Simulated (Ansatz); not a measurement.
A made-up structure of Si2HClO, closed shell:

O1  (-0.554, 1.402, -0.111)
Si2  (-0.414, 0.235, 1.068)
Si3  (1.392, -1.196, 0.221)
Cl4  (-0.521, -1.954, -0.374)
H5  (-1.629, -2.350, 0.248)
(Å)

It is relaxed with PBE-D4/def2-SVP and then PBE0-D4/def2-TZVP (Ansatz 0.2.0). Atoms count as bonded within 1.22 times the sum of their covalent radii (H–H: 0.88 Å). The end point is not checked to be a true minimum.

Question: Does its bonding change? (Judge from chemistry; the calculation decides.)

Answer: The calculation gives: Yes. Formed: O1–Si3, Si2–Cl4, Si2–H5, Si3–H5; broken: Cl4–H5.

Where it ends: The first stage lowers the energy by 5.70 eV in 40 steps. It ends as Si₂HClO ([H]1[Si]23[O][Si]12[Cl]3):
```xyz
5
angstrom
O 0.1235 0.4687 -0.0262
Si -1.2711 -0.1388 0.7098
Si 0.8314 -1.0654 0.0144
Cl -1.1952 -1.7921 -1.0026
H -0.2141 -1.3360 1.3572
```

Labels in which every atom is bracketed show which atoms are joined, not bond orders.

For scale, one of the runs: PBE0-D4/def2-TZVP relaxation, 148 basis functions, launched by `ansatz run in.yaml --threads 2 --pin off --events-out ev --progress --plain --max-ram 4352MiB`. The run took about 17 s on 2 CPU threads of an Intel Xeon Platinum 8488C (shared host).
